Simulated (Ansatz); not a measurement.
One change: `B/C=N/C` becomes `C/N=C/O`.

Ansatz, PBE0-D4/def2-TZVP geometries, multiplicity 1. Each molecule was computed in one conformer, which needn't be the lowest.

| property | `B/C=N/C` |
| --- | --- |
| LUMO energy (PBE0/def2-TZVPP) / eV | -2.46 |
| LUMO energy (B3LYP/def2-TZVPP) / eV | -2.68 |
| size of the dipole moment (PBE/def2-TZVPP) / D | 1.89 |
| HOMO energy (PBE/def2-TZVPP) / eV | -5.97 |
| HOMO–LUMO gap (PBE0/def2-TZVPP) / eV | 4.96 |
| HOMO–LUMO gap (B3LYP/def2-TZVPP) / eV | 4.53 |

(1) Give the same properties after the change, and the shifts. (Estimate.)

Results:

(1) Computed: 
| property | `C/N=C/O` | shift |
| --- | --- | --- |
| LUMO energy (PBE0/def2-TZVPP) / eV | 0.56 | 3.02 |
| LUMO energy (B3LYP/def2-TZVPP) / eV | 0.27 | 2.95 |
| size of the dipole moment (PBE/def2-TZVPP) / D | 0.63 | -1.26 |
| HOMO energy (PBE/def2-TZVPP) / eV | -6.19 | -0.22 |
| HOMO–LUMO gap (PBE0/def2-TZVPP) / eV | 8.19 | 3.23 |
| HOMO–LUMO gap (B3LYP/def2-TZVPP) / eV | 7.67 | 3.14 |

With PBE0 the HOMO falls by 0.20 eV and the LUMO rises by 3.02 eV, so the gap widens by about 3.22 eV. PBE moves the HOMO by -0.22 eV and ωB97M-V by -0.11 eV. The zero-point energy changes by -12.1 kJ/mol with -3 modes. Dipoles are sizes alone; their direction can turn.

B3LYP here is the variant with VWN-RPA as its local correlation; programs differ in this.
